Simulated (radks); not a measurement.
The numbers below are computed, except where a source is named.
Numerical settings for neutral bismuth, [Hg] 6p3. Code: a radial shooting solver on a logarithmic mesh with Libxc functionals. Model: scalar-relativistic Kohn-Sham, PBE, spin-polarised, spherical densities, point nucleus; open shells are filled with parallel spins first (spin-orbit coupling, left out, can overturn this in heavy ions). The defaults (mesh step 0.008 in ln r, mesh end at 40 bohr or more with all orbitals vanishing there, Anderson mixing 0.5 over 9 steps, residual threshold near 1e-9 with the energy settled to 1e-9 hartree or 1e-11 of itself, here a cap of 62 iterations) give E = -21530.821 hartree and 6p at -5.179 eV in 14 iterations. Run on one thread of a shared host, so times are rough (Arm Neoverse V1): 0.34 s of CPU time, 0.34 s wall, 14 iterations on 2728 mesh points. Changes against that run (0 stands for a change within the tolerance of the run):

setting                     iterations  converged  E (mhartree)  e(6p) (meV)  CPU (s)
mesh step in ln r 0.005             14        yes             0            0     0.52
mesh step in ln r 0.2                4         no      diverged            -     0.01
mesh step in ln r 0.12               4         no      diverged            -     0.02
mesh end (bohr) 8                   14        yes         +4.24         +187     0.32
mesh end (bohr) 5                   14        yes          +158    +3.03e+03     0.31
residual threshold 1e-16            62         no             0            0     0.66
residual threshold 0.1               9        yes             0      +0.0549     0.25
mixing 0.05                         19        yes             0            0     0.44
linear mixing, mixing 0.05          62         no         -22.2        -98.1      1.4
linear mixing, mixing 0.8           62         no      +0.00718       +0.297      1.5
mixing history 2                    18        yes             0            0     0.39
iteration cap 2                      2         no          +404     -4.6e+03     0.08

Settings that end as converged yet miss the energy by more than 1 mhartree: mesh end (bohr) 8 (+0.00424 hartree); mesh end (bohr) 5 (+0.158 hartree). A mesh that ends early acts as a hard wall.
